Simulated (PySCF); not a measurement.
Species: sum formula H₇SiN₃O (charge 0, singlet). SMILES: N[Si](N)(N)O
Geometry from a B3LYP-D3(BJ)/def2-TZVP (Ansatz) optimisation:
```
Si
O 1 1.6556
H 2 0.9599 1 115.49
N 1 1.7090 2 101.04 3 169.86
H 4 1.0056 1 121.94 2 179.50
H 4 1.0062 5 112.52 1 -155.51
N 1 1.7095 2 120.50 3 -74.53
H 7 1.0067 1 121.35 2 77.45
H 7 1.0067 8 112.13 1 152.21
N 1 1.7238 2 105.23 3 40.97
H 10 1.0082 1 119.44 2 -172.25
H 10 1.0082 11 110.65 1 144.93
```
Charge 0, spin multiplicity 1.

Dispersion corrections to the total energy (kcal/mol) from the dftd3 and dftd4 libraries through PySCF: D3(BJ) without and D4 with the three-body term, each with the damping fitted for the functional named.

```json
[
 {"functional": "PBE", "D3(BJ)": "[?]", "D4": "-5.90"},
 {"functional": "TPSS", "D3(BJ)": "-7.15", "D4": "-7.97"},
 {"functional": "B2PLYP", "D3(BJ)": "-4.60", "D4": "-4.11"},
 {"functional": "BHLYP", "D3(BJ)": "-7.76", "D4": "[?]"},
 {"functional": "PBE0", "D3(BJ)": "-4.93", "D4": "-4.95"},
 {"functional": "B2GP-PLYP", "D3(BJ)": "[?]", "D4": "-2.47"},
 {"functional": "B3LYP", "D3(BJ)": "-9.85", "D4": "-9.47"}
]
```

Problem. What belongs in the gaps?

Solution. 
- PBE, D3(BJ): -5.69
- BHLYP, D4: -6.92
- B2GP-PLYP, D3(BJ): -3.72
